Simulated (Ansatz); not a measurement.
Consider the redistribution: `F[SiH2][SbH2]` + `[SiH3][SiH2]OBCl` → `F[SiH2]O[SiH2][SiH3]` + `Cl[BH][SbH2]`.

Gas-phase electronic energies from Ansatz, PBE0-D4/def2-TZVP geometries. CCSD(T)/CBS is the MP2 limit (def2-TZVPP, def2-QZVPP) plus CCSD(T) − MP2 in def2-TZVPP, frozen cores. Functionals use def2-TZVPP. B3LYP here is the variant with VWN-RPA as its local correlation; programs differ in this. Elements past krypton have def2 core potentials. For Sb outer-core shells are correlated without core-valence functions, which leaves a few kJ/mol of doubt a bond. One conformer a species, not always the lowest.

`F[SiH2][SbH2]`:

Cartesian coordinates in Å:
```
F 1.948 -0.895 -0.591
Si 0.376 -0.566 -0.625
Sb -0.316 0.394 1.657
H 0.143 0.365 -1.758
H -0.348 -1.840 -0.871
H 0.097 1.973 1.153
H -1.900 0.568 1.036
```

`[SiH3][SiH2]OBCl`:

Cartesian coordinates in Å:
```
Si -0.152 -0.298 1.729
Si 1.027 -0.625 -0.273
O 0.310 0.155 -1.562
B -0.787 0.911 -1.662
Cl -1.233 1.577 -3.225
H 0.571 -1.030 2.805
H -0.210 1.145 2.080
H -1.535 -0.833 1.624
H 1.090 -2.066 -0.623
H 2.410 -0.097 -0.166
H -1.491 1.160 -0.727
```

`F[SiH2]O[SiH2][SiH3]`:

```xyz
12

F     0.079   -2.936    0.632
Si    1.167   -1.777    0.524
O     0.806   -0.804   -0.716
Si   -0.181    0.389   -1.281
Si   -1.055    1.674    0.476
H     2.475   -2.409    0.267
H     1.122   -1.023    1.799
H    -1.285   -0.230   -2.062
H     0.623    1.239   -2.197
H     0.038    2.337    1.239
H    -1.951    2.720   -0.088
H    -1.837    0.820    1.409
```

`Cl[BH][SbH2]`:

Z-matrix (Å, degrees):
```
B
Sb 1 2.230
Cl 1 1.738 2 121.5
H 1 1.193 2 121.4 3 -174.0
H 2 1.704 1 92.9 3 -139.5
H 2 1.702 1 94.2 3 -45.6
```

Question: Is it downhill or uphill in electronic energy at CCSD(T)/CBS, and by how much? (Best estimate.)

Answer: Computed: Uphill: ΔE = +7.2 kcal/mol.

Question: What do these levels give: r2SCAN-D4, ωB97X-V, B2PLYP, PBE, PBE0, B3LYP, HF/def2-TZVPP, MP2/def2-TZVPP, CCSD/def2-TZVPP, MP2/def2-QZVPP, SCS-MP2/def2-QZVPP, MP2/CBS(def2)? (Best estimate.)

Answer: Computed: r2SCAN-D4 9.2, ωB97X-V 8.6, B2PLYP 8.3, PBE 11.6, PBE0 10.5, B3LYP 9.6, HF/def2-TZVPP 6.2, MP2/def2-TZVPP 6.6, CCSD/def2-TZVPP 6.8, MP2/def2-QZVPP 6.5, SCS-MP2/def2-QZVPP 6.2, MP2/CBS(def2) 6.7 kcal/mol.

Largest T1 diagnostic among the species: 0.015.

From PBE to PBE0 (25 % exact exchange), in def2-TZVPP and without D4, ΔE moves by −1.2 kcal/mol.
